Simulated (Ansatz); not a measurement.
C4H9Al (`C[CH]1[CH2][Al]1[CH3]`), relaxed with RKS PBE-D4/def2-SVP in the Gaussian-basis code of Ansatz from a rough embedded geometry. The force threshold is 0.03 eV/Å; the program also tests the step.

The species carries charge 0 and has multiplicity 1.

Start:

```xyz
14

C     1.163    1.081    1.073
C     0.239   -0.063    1.225
C    -1.198    0.341    1.002
Al   -0.558   -0.862   -0.438
C    -0.337   -1.210   -2.417
H     1.242    1.688    2.000
H     2.230    0.650    0.929
H     0.965    1.695    0.217
H     0.410   -0.750    2.126
H    -1.405    1.405    0.799
H    -1.919   -0.160    1.737
H    -1.028   -0.559   -2.953
H    -0.539   -2.257   -2.597
H     0.736   -1.000   -2.704
```

**Question.** By how much does the energy fall, and how many steps does the optimiser take? (Best estimate.)

**Answer.** The calculation gave: 12.52 kcal/mol, in 15 steps, 1 of them rejected.

**Question.** Which bonds change most? (Best estimate.)

**Answer.** Ansatz gave: C2–C3 from 1.509 to 1.591 Å; C2–Al4 from 2.010 to 1.942 Å; Al4–C5 from 2.022 to 1.961 Å; C3–Al4 from 1.982 to 1.932 Å.

**Question.** Give the relaxed structure. (Best estimate.)

**Answer.** The calculation gave: 
```xyz
14

C     1.293    1.166    1.381
C     0.364    0.027    0.995
C    -1.190    0.336    0.846
Al   -0.413   -0.535   -0.694
C    -0.474   -1.345   -2.480
H     1.095    1.531    2.416
H     2.359    0.860    1.334
H     1.179    2.041    0.706
H     0.510   -0.851    1.663
H    -1.390    1.420    0.704
H    -1.865   -0.060    1.629
H    -1.334   -0.976   -3.075
H    -0.593   -2.445   -2.373
H     0.459   -1.170   -3.052
```
